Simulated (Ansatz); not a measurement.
CH8SiSn can be A, `C[SiH2][SnH3]`, or B, `[CH3][SnH2][SiH3]`.

Calculated with Ansatz (gas phase, PBE0-D4/def2-TZVP geometries, no zero-point term in ΔE). CCSD(T)/CBS adds triple-zeta CCSD(T) − MP2 to the extrapolated MP2 energy (def2 sets, frozen cores). DFT in def2-TZVPP. B3LYP here is the variant with VWN-RPA as its local correlation; programs differ in this. def2 core potentials past Kr. For Sn outer-core shells are correlated without core-valence functions, which leaves a few kJ/mol of doubt a bond.

Which is lower in electronic energy at CCSD(T)/CBS, and by how much? (An estimate is asked.)

The calculation gave: A, by 10.6 kJ/mol.

Give E(B) − E(A) in kJ/mol with HF/def2-TZVPP, CCSD(T)/def2-SVP, LDA (SPW92), B3LYP, PBE-D4, BLYP-D4, CCSD/def2-TZVPP. (Best estimate.)

Computed: HF/def2-TZVPP 16.0, CCSD(T)/def2-SVP 15.1, LDA (SPW92) 21.7, B3LYP 14.8, PBE-D4 16.3, BLYP-D4 14.3, CCSD/def2-TZVPP 12.9. None reverses the order clearly.

Does the order hold for the free energy at 298.15 K (harmonic terms from PBE0-D4)? (Estimate.)

The calculation gave: Yes: G(B) − G(A) = +10.2 kJ/mol.

Largest T1 diagnostic: 0.012.

Leaving LDA and LC-ωPBE aside and taking each functional with its dispersion term where it has one, the values, not all of them listed here, spread over 9.8 kJ/mol, from B2PLYP to B97M-V. LDA lies +5.9 kJ/mol from PBE without D4. From BLYP to BHLYP (50 % exact exchange), in def2-TZVPP and without D4, E(B) − E(A) moves by +3.4 kJ/mol.
